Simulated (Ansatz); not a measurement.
`C[O][Sn]([Cl])([Cl])[Cl]` + `BN(C)CC` → `CC[N](C)[Sn]([Cl])([Cl])[Cl]` + `BOC`  (redistribution)

Computed with Ansatz on PBE0-D4/def2-TZVP structures; ΔE is electronic, products minus reactants. CCSD(T)/CBS is the MP2 limit (def2-TZVPP, def2-QZVPP) plus CCSD(T) − MP2 in def2-TZVPP, frozen cores. Functionals use def2-TZVPP. B3LYP here is the variant with VWN-RPA as its local correlation; programs differ in this. Elements past krypton have def2 core potentials. For Sn outer-core shells are correlated without core-valence functions, which leaves a few kJ/mol of doubt a bond. One conformer a species, not always the lowest.

`C[O][Sn]([Cl])([Cl])[Cl]`:

Cartesian coordinates in Å:
```
C 0.152 -0.101 -1.531
O -0.701 0.423 -0.527
Sn -0.265 0.168 1.336
Cl -0.173 -2.076 1.824
Cl -1.898 1.192 2.557
Cl 1.790 1.090 1.793
H -0.288 0.170 -2.493
H 0.225 -1.192 -1.479
H 1.159 0.327 -1.479
```

`BN(C)CC`:

Cartesian coordinates in Å:
```
B 1.414 -0.834 0.139
N 0.494 0.101 -0.307
C 0.822 1.073 -1.328
C -0.879 0.251 0.149
C -1.320 -0.713 1.224
H 1.123 -1.627 0.982
H 2.509 -0.820 -0.345
H 0.703 2.094 -0.947
H 1.852 0.937 -1.652
H 0.161 0.966 -2.196
H -1.540 0.155 -0.723
H -1.007 1.282 0.507
H -2.360 -0.502 1.484
H -0.715 -0.615 2.126
H -1.256 -1.749 0.888
```

`CC[N](C)[Sn]([Cl])([Cl])[Cl]`:

```xyz
16

C    -0.059   -0.347   -1.964
C    -0.769    0.364   -0.835
N     0.062    0.537    0.346
C    -0.602    1.302    1.386
Sn    1.160   -1.027    0.945
Cl    3.081   -1.286   -0.295
Cl    0.047   -3.060    0.867
Cl    1.826   -0.664    3.122
H     0.171   -1.390   -1.714
H     0.873    0.158   -2.225
H    -0.697   -0.377   -2.849
H    -1.708   -0.160   -0.593
H    -1.055    1.371   -1.165
H    -1.564    0.868    1.697
H     0.032    1.398    2.267
H    -0.799    2.312    1.008
```

`BOC`:

Z-matrix (Å, degrees):
```
C
O 1 1.413
H 1 1.092 2 108.8
H 1 1.092 2 108.9 3 118.3
H 1 1.094 2 111.3 3 -120.8
B 2 1.339 1 122.3 3 121.0
H 6 1.196 2 116.9 1 180.0
H 6 1.204 2 120.2 1 0.0
```

```
             level  ΔE (kJ/mol)
         r2SCAN-D4         18.6
            B97M-V         19.0
             B3LYP         25.1
     CCSD/def2-SVP          8.0
SCS-MP2/def2-TZVPP         12.0
CCSD(T)/def2-TZVPP         12.7
     HF/def2-QZVPP         21.7
     MP2/CBS(def2)          9.2
```

**Question.** What does CCSD(T)/CBS give? (Best estimate.)

**Answer.** Ansatz gave: +13.3 kJ/mol. The listed levels differ from it by 5.3, 5.7, 11.8, -5.3, -1.3, -0.6, 8.4, -4.1 kJ/mol.

Largest T1 diagnostic among the species: 0.014.

At CCSD(T), def2-SVP lies −6.2 kJ/mol from the extrapolated value and def2-TZVPP −0.6 kJ/mol. The D4 term adds −10.5 kJ/mol with B3LYP and −6.3 kJ/mol with PBE0; it sums over pairs of atoms, weighted by their polarisabilities, and B3LYP, whose exchange is more repulsive, gets the larger term.

CCSD(T)/CBS has its own doubt, a few kJ/mol and more with outer-core shells, so smaller differences from it don't rank the levels.
